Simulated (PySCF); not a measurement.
**Correlation energy of Nb⁺ (niobium, charge +1)**

[Kr] 4d3 5s1, high-spin 5F determinant (an excited configuration). Computed with PySCF 2.14 in aug-cc-pVDZ-PP with ECP28MDF, with scalar relativity through the core potential. Frozen: 4s2 4p6; 4 electrons correlated.

MP2 pair energies summed by pair of shells (mhartree):

```csv
pair,energy,share (%)
4d-4d,-10.82,50.9
4d-5s,-10.44,49.1
```

Total MP2 correlation energy: -21.25 mhartree.

Same-spin part -21.25 and opposite-spin part 0.00 mhartree; SCS-MP2 scales them by 1/3 and 6/5 to -7.08 mhartree.
